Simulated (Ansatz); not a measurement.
Program: Ansatz. Geometries: PBE0-D4/def2-TZVP. ΔE: electronic, gas phase. CCSD(T)/CBS adds triple-zeta CCSD(T) − MP2 to the extrapolated MP2 energy (def2 sets, frozen cores). This one scheme is used for every species. DFT in def2-TZVPP. B3LYP here is the variant with VWN-RPA as its local correlation; programs differ in this. One conformer a species, not always the lowest.

Consider the substitution at a C–Si bond: `CC[Si](N)(N)F` + HCl → `CCCl` + `N[SiH](N)F`.

**Question.** Is it downhill or uphill in electronic energy at CCSD(T)/CBS, and by how much? (Best estimate.)

**Answer.** Ansatz gave: Uphill: ΔE = +53.5 kJ/mol.

**Question.** What do these levels give: PBE-D4, PBE0-D4, ωB97X-V, PBE0, B3LYP, HF/def2-TZVPP, MP2/def2-TZVPP, SCS-MP2/def2-TZVPP, CCSD/def2-TZVPP, HF/def2-QZVPP, MP2/def2-QZVPP, SCS-MP2/def2-QZVPP? (Best estimate.)

**Answer.** Ansatz gave: PBE-D4 52.2, PBE0-D4 54.6, ωB97X-V 51.5, PBE0 48.5, B3LYP 42.0, HF/def2-TZVPP 38.3, MP2/def2-TZVPP 56.0, SCS-MP2/def2-TZVPP 50.1, CCSD/def2-TZVPP 55.2, HF/def2-QZVPP 37.6, MP2/def2-QZVPP 54.4, SCS-MP2/def2-QZVPP 48.7 kJ/mol.

Largest T1 diagnostic among the species: 0.010.

The D4 term adds +10.0 kJ/mol with B3LYP and +6.1 kJ/mol with PBE0; it sums over pairs of atoms, weighted by their polarisabilities, and B3LYP, whose exchange is more repulsive, gets the larger term. In def2-TZVPP, CCSD(T) changes the Hartree–Fock value by +17.5 kJ/mol (the triples alone add +0.7 kJ/mol) and MP2 by +17.7 kJ/mol.
